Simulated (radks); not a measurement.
The nuclear charge of the nitrogen ion N+ is varied continuously with 6 electrons held in [He] 2s2 2p2. Method: non-relativistic Kohn-Sham, TPSS, spin-polarised, spherical densities, point nucleus; open shells are filled with parallel spins first; meta-GGA in the generalised Kohn-Sham scheme; computed with a radial shooting solver on a logarithmic mesh with Libxc functionals. By the Hellmann-Feynman theorem dE/dZ = E(electron-nucleus)/Z, the electronic potential at the nucleus.

Z = 6: E (hartree) -37.85551; E(electron-nucleus)/Z (hartree) -14.6976; HOMO 2p; e(HOMO) (eV) -6.164; <r> HOMO (bohr) 1.737
Z = 6.2: E (hartree) -40.85548; E(electron-nucleus)/Z (hartree) -15.3020; HOMO 2p; e(HOMO) (eV) -8.784; <r> HOMO (bohr) 1.607
Z = 6.4: E (hartree) -43.97626; E(electron-nucleus)/Z (hartree) -15.9057; HOMO 2p; e(HOMO) (eV) -11.700; <r> HOMO (bohr) 1.498
Z = 6.6: E (hartree) -47.21772; E(electron-nucleus)/Z (hartree) -16.5088; HOMO 2p; e(HOMO) (eV) -14.907; <r> HOMO (bohr) 1.404
Z = 6.8: E (hartree) -50.57974; E(electron-nucleus)/Z (hartree) -17.1114; HOMO 2p; e(HOMO) (eV) -18.401; <r> HOMO (bohr) 1.322
Z = 7: E (hartree) -54.06225; E(electron-nucleus)/Z (hartree) -17.7137; HOMO 2p; e(HOMO) (eV) -22.180; <r> HOMO (bohr) 1.250
Z = 7.2: E (hartree) -57.66520; E(electron-nucleus)/Z (hartree) -18.3157; HOMO 2p; e(HOMO) (eV) -26.242; <r> HOMO (bohr) 1.186
Z = 7.4: E (hartree) -61.38852; E(electron-nucleus)/Z (hartree) -18.9175; HOMO 2p; e(HOMO) (eV) -30.585; <r> HOMO (bohr) 1.129
Z = 7.6: E (hartree) -65.23217; E(electron-nucleus)/Z (hartree) -19.5190; HOMO 2p; e(HOMO) (eV) -35.208; <r> HOMO (bohr) 1.077
Z = 7.8: E (hartree) -69.19612; E(electron-nucleus)/Z (hartree) -20.1204; HOMO 2p; e(HOMO) (eV) -40.110; <r> HOMO (bohr) 1.030
Z = 8: E (hartree) -73.28033; E(electron-nucleus)/Z (hartree) -20.7217; HOMO 2p; e(HOMO) (eV) -45.290; <r> HOMO (bohr) 0.9876

The central difference of E at Z = 7 is -17.714 hartree, to compare with the third column; the second derivative is -3.01 hartree.
